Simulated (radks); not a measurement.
Charge is removed step by step from the 5p down level of Tm+, starting from [Kr] 4d10 4f13 5s2 5p(up 3, down 3) 6s1. All-electron calculation, scalar-relativistic Kohn-Sham, LDA (Slater exchange, Perdew-Wang correlation), spin-polarised, spherical densities, point nucleus; open shells are filled with parallel spins first (spin-orbit coupling, left out, can overturn this in heavy ions). Program: a radial shooting solver on a logarithmic mesh with Libxc functionals.

\begin{tabular}{lrrr}
removed (e) & E - E(0) (eV) & eigenvalue (eV) & E minus straight line (eV) \\ \hline
0 & 0.000 & -33.601 & 0.000 \\
0.125 & 4.287 & -35.078 & -0.667 \\
0.25 & 8.761 & -36.576 & -1.149 \\
0.375 & 13.422 & -38.095 & -1.442 \\
0.5 & 18.275 & -39.632 & -1.544 \\
0.625 & 23.321 & -41.186 & -1.453 \\
0.75 & 28.562 & -42.756 & -1.166 \\
0.875 & 34.000 & -44.342 & -0.683 \\
1 & 39.637 & -45.942 & 0.000 \\
\end{tabular}

Removing the whole electron costs 39.637 eV by Delta-SCF, against 33.601 eV from minus the eigenvalue at the starting occupation. Slater's transition state (half an electron removed) gives 39.632 eV. Integrating minus the eigenvalue over the occupation (Janak's theorem) gives 39.678 eV. In this scalar-relativistic scheme the density is built from large components alone, so the theorem holds only approximately. The mean slope of the eigenvalue, de/dn, is 12.3 eV per electron.
